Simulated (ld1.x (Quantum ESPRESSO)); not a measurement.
**Varying the ultrasoft potential for gold**

Base potential:

```json
{
 "Element": "gold",
 "Generator": "ld1.x (Quantum ESPRESSO) 7.5",
 "Type": "ultrasoft",
 "Functional": "LDA (PZ)",
 "Relativity": "fully relativistic",
 "Frozen core": "[Xe] 4f14",
 "Valence charge": "11",
 "Reference configuration": "5d10 6s0.75 6p0.25",
 "Partial waves": "6s (bound): rcut 2.30, rcutus 2.50 bohr; 6s channel at 0.05 Ry: rcut 2.30, rcutus 2.50 bohr; 6p (bound): rcut 2.35, rcutus 2.65 bohr; 6p channel at 0.85 Ry: rcut 2.35, rcutus 2.65 bohr; 5d (bound): rcut 1.40, rcutus 1.55 bohr; 5d channel at 0.05 Ry: rcut 1.40, rcutus 1.55 bohr",
 "Local potential": "all-electron potential smoothed inside 1.75 bohr (lloc = -2)",
 "Core correction": "none",
 "Augmentation charge": "built from norm-conserving waves at rcut, not smoothed further"
}
```

Open shells are filled in proportion to 2j + 1 (rel_dist='average').

All-electron outer shells of the reference configuration (LDA (PZ), scalar-relativistic, ld1.x):

```tsv
shell	level (eV)	outermost node (bohr)	outermost maximum (bohr)
4f	-82.17	–	0.37
5p	-60.65	0.52	0.96
5d	-7.69	0.56	1.21
6s	-6.53	1.11	2.29
6p	-1.26	1.32	3.47
```

Cutoffs, loose and tight: the cutoffs (Ry, on a coarse ladder) from which the occupation-weighted sum of valence levels, in a spherical-Bessel basis at the reference potential, stays within 10 and 1 mRy of its value at 400 Ry. They do not see the model core or the augmentation charge, which bear on the density cutoff. Test errors are all-electron minus pseudo excitation energies from the reference, over the configurations 5d10 6s1 6p0; 5d10 6s0 6p0; 5d9 6s0 6p0; 5d8 6s0 6p0; 5d10 6s0.5 6p0; 5d9 6s1 6p1; 5d9 6s2 6p0. A dash means not determined; rows that change the core or the reference have their own tests. The largest error is taken over the tests solved by every variant that gives reliable tests at all: 5d10 6s0 6p0; 5d10 6s0.5 6p0; 5d10 6s1 6p0; 5d8 6s0 6p0; 5d9 6s0 6p0; 5d9 6s1 6p1; 5d9 6s2 6p0.

Cutoffs are not given where the Bessel-basis levels miss the radial ones by over 6 mRy, ghosts where they miss by over 20 mRy; a channel whose overlap is not positive is not tested.

A file whose overlap is not positive is unfit for use, and its test errors describe a broken file.

```tsv
change	outcome	cutoff, loose	cutoff, tight	bound ghosts	largest test error (meV)
base	generated, overlap not positive	–	–	not determined (overlap not positive)	-35
all radii scaled by about 1.19 (s 2.98, p 3.16, d 1.84 bohr, rcut 2.74/2.80/1.66); local potential all-electron potential smoothed inside 2.08 bohr (lloc = -2)	generated	35 Ry	55 Ry	none	-35
type PAW; local potential all-electron potential smoothed inside 2.00 bohr (lloc = -1); core correction a·sin(br)/r model core, default radius (ld1.x builds one for every PAW set, though the input has nlcc=.false.); augmentation BESSEL, radius 1.20 bohr	failed: new_paw_hamiltonian: negative rho	–	–	–	–
local potential all-electron potential smoothed inside 2.60 bohr (lloc = -2)	generated	45 Ry	80 Ry	none	-38
scalar-relativistic	generated, overlap not positive	–	–	not determined (overlap not positive)	-32
```

Problem. What comes out with this change to the base: augmentation PSQ, inside the norm-conserving radii?

Solution. outcome: generated, overlap not positive; bound ghosts: not determined (overlap not positive); largest test error (meV): -59. A file whose overlap is not positive is unfit for use, and its test errors describe a broken file.

Problem. What comes out with this change to the base: functional PBE?

Solution. outcome: failed: the pseudo-atom did not reach self-consistency.

Problem. What comes out with this change to the base: waves 6p (bound): rcut 1.52, rcutus 1.62 bohr; 6p channel at 0.85 Ry: rcut 1.52, rcutus 1.62 bohr?

Solution. outcome: failed: run_pseudo: Errors in PS-KS equation. Cause: the pseudo-atom solver did not find the valence states with the expected number of nodes, which is the usual sign of a ghost state.
